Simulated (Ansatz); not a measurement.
**What each rung costs, and what it gives**

The pair of Br⁻ (SMILES [Br-], atom 1) and H$_{2}$O$_{2}$ (SMILES OO, atoms 2–5), both closed shells, in one local arrangement (a lower one may exist), relaxed at PBE0-D4/def2-TZVPD:

| atom | x (Å) | y (Å) | z (Å) |
| --- | --- | --- | --- |
| Br1 | 0.0491 | 0.6949 | -1.9903 |
| O2 | -0.7094 | -0.1265 | 1.0096 |
| O3 | 0.6619 | -0.5410 | 0.8987 |
| H4 | -0.8607 | 0.2462 | 0.1106 |
| H5 | 0.8590 | -0.2737 | -0.0286 |

Interaction energies are counterpoise-corrected; the time is that of the whole pair.

Ansatz 0.2.0; basis: as named in each row; cores frozen in the correlated methods. Filled d shells of the heavier atoms are correlated. The def2 sets are not built for correlating such inner shells, so the correlated values are less sure here. B3LYP uses VWN-RPA correlation. Extrapolation: Hartree–Fock as exp(−7.88 √X), correlation as X^−2.97.

Times are rough, for one single point on 2 threads of a shared host (Arm Neoverse V1).

The estimate by CCSD(T) at an estimated basis limit (MP2 extrapolated from triple and quadruple zeta, plus CCSD(T) − MP2 in triple zeta) is -29.13 kcal/mol.

```
   method        basis  time (s)  interaction energy (kcal/mol)  method less estimate
       HF       STO-3G   under 1                         -23.10                  6.04
   PBE-D4       STO-3G   under 1                         -34.77                 -5.63
    SPW92     def2-SVP   under 1                         -39.12                 -9.99
   PBE-D4     def2-SVP   under 1                         -33.57                 -4.44
 B3LYP-D4        6-31G   under 1                         -32.90                 -3.76
  PBE0-D4     def2-SVP   under 1                         -33.47                 -4.33
   PBE-D4  def2-TZVPPD         2                         -30.13                 -1.00
  CCSD(T)     def2-SVP         2                         -28.17                  0.96
revPBE-D4  def2-TZVPPD         2                         -28.68                  0.46
  BLYP-D4  def2-TZVPPD         2                         -28.52                  0.61
  PBE0-D4  def2-TZVPPD         3                         -29.93                 -0.80
 HSE06-D4  def2-TZVPPD         3                         -29.90                 -0.77
 B3LYP-D4  def2-TZVPPD         3                         -28.94                  0.20
  wB97M-V     def2-SVP         4                         -32.36                 -3.23
r2SCAN-D4  def2-TZVPPD         4                         -29.89                 -0.76
   B2PLYP  def2-TZVPPD         6                         -27.75                  1.39
  wB97X-V  def2-TZVPPD         8                         -28.89                  0.24
   B97M-V  def2-TZVPPD         9                         -28.21                  0.93
  wB97M-V  def2-TZVPPD        10                         -28.83                  0.30
      MP2  def2-QZVPPD        14                         -29.22                 -0.09
  CCSD(T)  def2-TZVPPD        75                         -27.46                  1.67
```

No T1 diagnostic of these runs exceeds 0.013.
